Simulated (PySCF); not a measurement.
NaAs: energy against distance

Set-up: PySCF, no relativity, basis sets Na def2-SVP, As def2-SVP. Energies in eV from Na + As in their ground configurations at the same level. State: ³Σ⁻ (triplet), unpaired electrons π ↑↑.

All columns are BP86. A positive dipole means Na(−)As(+).

```
R (Å)  E (eV)  μ (D)  Mulliken charge on Na (basis-dependent)  HOMO (eV)  LUMO (eV)  Mayer bond order  ⟨S²⟩
2.370  -1.011  -5.45                                     0.42      -3.76      -2.98              0.98  2.02
2.480  -1.220  -5.65                                     0.40      -3.76      -2.89              0.99  2.02
2.591  -1.336  -5.83                                     0.37      -3.74      -2.81              1.01  2.02
2.673  -1.380  -5.95                                     0.34      -3.73      -2.76              1.02  2.02
2.756  -1.394  -6.05                                     0.32      -3.71      -2.71              1.02  2.03
2.839  -1.387  -6.14                                     0.31      -3.70      -2.67              1.01  2.03
2.949  -1.352  -6.24                                     0.29      -3.67      -2.62              1.00  2.04
3.087  -1.281  -6.32                                     0.28      -3.65      -2.58              0.98  2.06
3.252  -1.171  -6.35                                     0.27      -3.62      -2.54              0.94  2.09
3.473  -1.008  -6.29                                     0.26      -3.59      -2.53              0.88  2.15
```

A fit through these points gives, at Re = 2.767 Å, μ = -6.06 D and dμ/dR = -1.15 D/Å; the reduced mass is 17.59 u.

Problem. How strong is the fundamental in the double-harmonic approximation, I = 42.26·(dμ/dR)²/μred km/mol?

Solution. I = 42.26·(-1.15)²/17.59 = 3.18 km/mol at BP86.

⟨S²⟩ of the unrestricted solution departs from its pure value on part of the curve, where spin states mix. Spin–orbit coupling is left out. The state was picked by a PBE0 search and need not be the measured ground state.
